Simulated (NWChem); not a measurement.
**Ionisation of F2Si (+1)**

```xyz
3

F      1.3739     0.0000     0.3454
Si     0.0000     0.0000    -0.4441
F     -1.3739     0.0000     0.3454
```
Charge +1, spin multiplicity 2.

All runs are NWChem calculations. All single points use one geometry, from UPBE/def2-SVP, a minimum by its harmonic frequencies.

Basis set: def2-TZVP. −ε marks an orbital energy of the parent.

B3LYP has NWChem's definition, with VWN1-RPA local correlation. This spin state was chosen for the runs; another may lie lower. The structure started from a generated list of species. The unpaired electrons of the parent sit in orbitals of symmetry a1 (C2v labels of the run); other states weren't searched. No SCF solution was tested for a lower state. Open-shell Hartree-Fock references start from PBE0 orbitals.

Question: For the first vertical ionisation energy, −ε(alpha HOMO) of LDA (SVWN5) gives 15.83 eV and −ε(alpha HOMO) of B3LYP gives 16.98 eV. What do −ε(alpha HOMO) of PBE, −ε(alpha HOMO) of BP86, −ε(alpha HOMO) of HF give?

Answer: −ε(alpha HOMO) of PBE: 15.79 eV; −ε(alpha HOMO) of BP86: 15.88 eV; −ε(alpha HOMO) of HF: 21.08 eV.
